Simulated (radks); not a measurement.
Question: These are the eigenvalues of the occupied orbitals of an atom or ion with whole-number occupations (hartree). All-electron calculation, non-relativistic Kohn-Sham, PBE, spin-polarised, spherical densities, point nucleus. Program: a radial shooting solver on a logarithmic mesh with Libxc functionals.

1s up: -3160.450
1s down: -3159.601
2s up: -760.5334
2s down: -759.0668
2p up: -752.7335

Which element is it, and in what charge state? The configuration may be excited. Open shells, if any, are filled with parallel spins first.

Answer: Z = 81, thallium, charge +76: Tl76+ in [He] 2s2 2p1. The list shows which subshells hold electrons but not how many an open one holds; the 1s level, -3160.4 hartree, gives Z - s = 79.5 by -(Z - s)^2/2, which with screening narrows Z to a few neighbours, and the depths of the outer levels then fix element, charge and occupations together.
